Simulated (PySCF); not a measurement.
## First hyperpolarisability: `InChI=1S/C4H5BNO/c7-6-4-2-1-3-5-6/h1-5H/q-1`, charge -1

Geometry (Å), atoms numbered from 1 in this order:
```xyz
12

O     3.0625    0.7174    0.3771
N     1.7789    0.6182    0.3858
B     0.8869    1.7870    0.3834
C    -0.5856    1.5189    0.3943
C    -1.0610    0.2021    0.4063
C    -0.1526   -0.8593    0.4080
C     1.2217   -0.6206    0.3979
H     1.4198    2.8792    0.3727
H    -1.3273    2.3290    0.3933
H    -2.1369   -0.0211    0.4145
H    -0.4951   -1.8987    0.4173
H     1.9660   -1.4228    0.3988
```

Total charge -1.

Computed with quadratic response CAM-B3LYP/def2-TZVPD first hyperpolarisability, Taylor convention, gas phase (PySCF 2.14.0). Geometry: PBE0-D3(BJ)/def2-SVP.

For a gas-phase anion, states above the detachment energy (about 1.7 eV, taken as minus the energy of the highest occupied orbital) lie in the continuum and depend on the basis.

**Question.** Give β for the processes computed.

**Answer.** In 10⁻³⁰ esu, Taylor convention; the vector part is βᵢ = ⅓ Σⱼ (βᵢⱼⱼ + βⱼᵢⱼ + βⱼⱼᵢ):
| process | λ (nm) | β vector norm | β HRS | depolarisation ratio |
| --- | --- | --- | --- | --- |
| static β(0;0,0) | ∞ | 2.80 | 1.22 | 4.31 |
| second harmonic β(−2ω;ω,ω) | 1907 | 3.00 | 1.32 | 4.17 |
| Pockels β(−ω;ω,0) | 1907 | 2.86 | – | – |
| second harmonic β(−2ω;ω,ω) | 1064 | 3.58 | 1.62 | 3.67 |
| Pockels β(−ω;ω,0) | 1064 | 3.01 | – | – |

**Question.** Which lowest excitations and polarisabilities go with it?

**Answer.** S1 3.50 eV (f = 0.000); S2 3.92 eV (f = 0.192); S3 4.00 eV (f = 0.006); isotropic α 94.3 au static, 95.0 au at 1907 nm, 96.6 au at 1064 nm, 97.2 au at 953.5 nm, 105.8 au at 532 nm.
